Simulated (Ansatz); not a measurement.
Total energies of `C[SiH](C)[NH][GeH3]`.

```xyz
16

C     0.3747    0.3203   -2.2071
Si    0.4265    0.3043   -0.3392
C    -0.0473    1.9949    0.3102
N    -0.5764   -0.9677    0.2588
Ge   -0.3350   -1.9473    1.7915
H    -0.6406    0.5102   -2.5681
H     1.0188    1.1069   -2.6093
H     0.7055   -0.6366   -2.6165
H     1.8017   -0.0120    0.1448
H    -0.0246    2.0147    1.4028
H    -1.0570    2.2701   -0.0083
H     0.6399    2.7636   -0.0551
H    -1.5020   -1.0469   -0.1371
H    -0.9519   -3.3420    1.5821
H    -1.0096   -1.2902    3.0161
H     1.1773   -2.0422    2.0344
```

Charge 0, multiplicity 1. Correlated methods include outer-core shells of Ge, which these sets cover unevenly. Scalar relativity is left out up to krypton. The structure was optimised at the PBE0-D4/def2-TZVP level. It is one conformer, not always the lowest. Basis def2-TZVPP, Ansatz.

RPA on PBE orbitals: Hartree–Fock energy of these orbitals -2500.93991 Eh, correlation -1.62440 Eh (frozen core).

```
             functional                                       kind  energy without D4 (Eh)  D4 term (kJ/mol)
            LDA (SPW92)                                        LDA             -2498.61613                 –
                    PBE                                        GGA             -2503.53167             -35.1
                 revPBE                                        GGA             -2503.92397            -100.8
                   BLYP                                        GGA             -2504.16276             -75.4
                 r2SCAN                                   meta-GGA             -2504.07915              -9.2
                 B97M-V                         meta-GGA with VV10             -2503.73515                 –
                   PBE0         global hybrid, 25 % exact exchange             -2503.64388             -30.0
                  B3LYP                        global hybrid, 20 %             -2504.27666             -56.1
                r2SCANh                      meta-GGA hybrid, 10 %             -2504.06526              -9.8
                r2SCAN0                      meta-GGA hybrid, 25 %             -2504.04597             -10.8
HSE06 (plane-wave form)                            screened hybrid             -2503.62901             -28.1
                  BHLYP                        global hybrid, 50 %             -2504.09319             -43.8
              CAM-B3LYP                     range-separated hybrid             -2504.25148             -30.7
                LC-ωPBE                long-range corrected hybrid             -2503.76081                 –
                ωB97X-V       range-separated hybrid GGA with VV10             -2503.92587                 –
                ωB97M-V  range-separated hybrid meta-GGA with VV10             -2503.97536                 –
                 B2PLYP                              double hybrid             -2503.58170                 –
               PBE-QIDH                              double hybrid             -2503.22080                 –
```

B3LYP takes the VWN-RPA correlation (the form of Gaussian; ORCA's B3LYP/G). HSE06 is the plane-wave form, built on full-range PBE exchange. The double hybrids freeze the cores in their second-order part.

LC-ωPBE has ω = 0.4 bohr⁻¹.
